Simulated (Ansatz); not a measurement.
Geometry optimisation, RKS PBE/def2-SVP in Ansatz 0.2.0.

The input (input.yaml):

```yaml
crystal:
  periodic: [false, false, false]
  atoms:
    - { symbol: Ge, position_ang: [-0.802681, -0.636598, 0.043958] }
    - { symbol: H, position_ang: [1.287256, 0.44592, 1.470278] }
    - { symbol: Ge, position_ang: [2.641773, 0.095682, 0.799081] }
    - { symbol: H, position_ang: [3.145342, -1.256833, 1.34783] }
    - { symbol: H, position_ang: [2.403016, -0.010657, -0.730182] }
    - { symbol: H, position_ang: [3.658827, 1.222871, 1.094237] }
    - { symbol: Ge, position_ang: [-1.234558, 1.793085, -0.586002] }
    - { symbol: H, position_ang: [-2.758804, 1.955462, -0.871782] }
    - { symbol: H, position_ang: [-0.866804, 2.823831, 0.524472] }
    - { symbol: H, position_ang: [-0.485804, 2.203867, -1.885936] }
    - { symbol: Cl, position_ang: [-1.073263, -1.347031, -2.063853] }
basis:
  gaussian: { orbitals: def2-SVP }
hamiltonian:
  xc: pbe
relax:
  f_tol: 0.03
  max_steps: 50
```

Command:

```bash
$ ansatz run input.yaml --threads 4 --pin off --max-ram 5120MiB --backend cpu --events-out ev --progress --plain --runs-dir out
```

Problem. Where does it end, and by what steps?

Solution. The forces met the threshold. The force dipped under the threshold on the way, but the program's further checks kept it going. After 18 steps the energy has fallen by 0.219 eV; H6 moved furthest, 1.04 Å.

```
step  energy less start (eV)  largest force component (eV/Å)  accepted
   0                  0.0000                           0.105       yes
   1                 -0.0024                           0.045       yes
   2                 -0.0052                           0.029       yes
   3                 -0.0164                           0.045       yes
   4                 -0.0285                           0.232       yes
   5                 -0.0523                           0.367       yes
   6                 -0.0964                           0.428       yes
   7                 -0.1500                           0.142       yes
   8                 -0.1440                           0.240        no
   9                 -0.1648                           0.063       yes
  10                 -0.1666                           0.159       yes
  11                 -0.1804                           0.065       yes
  12                 -0.1877                           0.097       yes
  13                 -0.1963                           0.241       yes
  14                 -0.2059                           0.175       yes
  15                 -0.2151                           0.122       yes
  16                 -0.2169                           0.074       yes
  17                 -0.2145                           0.152        no
  18                 -0.2190                           0.012       yes
```

```xyz
11
Properties=species:S:1:pos:R:3
Ge -0.941 -0.472 0.592
H 0.942 -0.406 1.107
Ge 2.335 0.092 0.456
H 3.344 -0.982 0.931
H 2.188 0.119 -1.076
H 2.650 1.478 1.064
Ge -0.950 1.854 -0.449
H -2.290 1.980 -1.236
H -0.939 3.015 0.594
H 0.191 2.139 -1.472
Cl -0.616 -1.527 -1.370
```

Whether the end is a true minimum wasn't checked by a vibrational analysis.

Time of the run: 33 s on 4 threads of Arm Neoverse V2, on a shared host, peak memory 0.26 GiB.
